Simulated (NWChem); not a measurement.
A series in which one site is exchanged, each optimised at PBE0/def2-SVP with NWChem, gas phase unless a solvent is named. This build's default masses of Se (78.918 u) and Br (79.917 u) are each other's, which moves their modes by up to 0.6 %. For some, no frequency run checked for a minimum. def2 effective core potentials on Sn; no spin-orbit coupling.

A: F[Si](F)(Cl)Br (SiBrClF2; site = Si)
B: FC(F)(Cl)Br (CBrClF₂; site = C)
C: [F][Ge]([F])([Cl])[Br] (GeBrClF$_{2}$; site = Ge)
D: [F][Sn]([F])([Br])[Cl] (SnBrClF₂; site = Sn)

Values for A:

```
Item                                                      Value
--------------------------------------------------------  -----
dipole (D), PBE0/def2-SVP                                  0.86
static polarisability, CAM-B3LYP/def2-SVPD (bohr³)         56.1
lowest singlet excitation, CAM-B3LYP/def2-SVPD, TDA (eV)   7.23
```

Task: How do these values change for the other members?

Result: 
```
change from A                                                 B      C      D
--------------------------------------------------------  -----  -----  -----
dipole (D), PBE0/def2-SVP                                 -0.52  +0.61  +0.98
static polarisability, CAM-B3LYP/def2-SVPD (bohr³)         -5.3   +5.6  +14.9
lowest singlet excitation, CAM-B3LYP/def2-SVPD, TDA (eV)  -1.39  -1.35  -2.45
```
